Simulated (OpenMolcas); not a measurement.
Ag2+ with 6 ligands (fluoride) in octahedral coordination (Oh). A charge of +0.667 e stands 3.2 Å behind each ligand. Ligand basis ANO-RCC-VDZP.

```yaml
Program: OpenMolcas 26.06
Method: "SS-CASPT2, IPEA 0.25 Eh, imaginary shift 0.1 Eh (closed shells correlated: 4s 4p and the ligand valence shells)"
Basis: ANO-RCC-VTZP [7s6p4d2f1g]
Scalar_Hamiltonian: DKH2, point nucleus
Active_space: 9 electrons in 5 orbitals (4d)
State_averaging: 2S+1 = 2 even, 5 roots
Spin-orbit_coupling: state interaction with AMFI integrals over the reference wave functions
```

All ligands move together. At R = 2.18 Å |10Dq| is 11099 cm-1, and at R = 2.41 Å it is 6539 cm-1.

Problem. A third run gives 9397 cm-1. What distance was it run at?

Solution. With a power law R^-n the two known points give n = -ln(6539 / 11099) / ln(2.41 / 2.18) = 5.27. Then R = 2.18 × (11099 / 9397)^(1/5.27) = 2.250 Å. The run was at 2.25 Å, so the estimate is off by 0 Å.

Roots that are degenerate in the reference are averaged as groups; the widest CASPT2 spread within a group is 120 cm-1 (the 3-fold group of multiplicity 2 near 11100 cm-1 above the lowest state of its run, R = 2.18). Shifts and gaps below about the spread of the groups concerned are not significant. Over all roots computed the reference weight is 0.70 in R = 2.18, 0.70 in R = 2.25, 0.70 in R = 2.41; a low but even weight reflects the number of correlated electrons. An orbital doublet at a regular site is open to a Jahn-Teller distortion, which this geometry leaves out. Ligand-to-metal charge-transfer states are missing. With one d shell and no ligand orbital active, 10Dq can be off by a tenth or more. Free-ion shares, where given, are those of the reference states; single-state CASPT2 does not remix them. No measured value stands beside these numbers; the geometry was imposed, not optimised, and the real ion may take another.
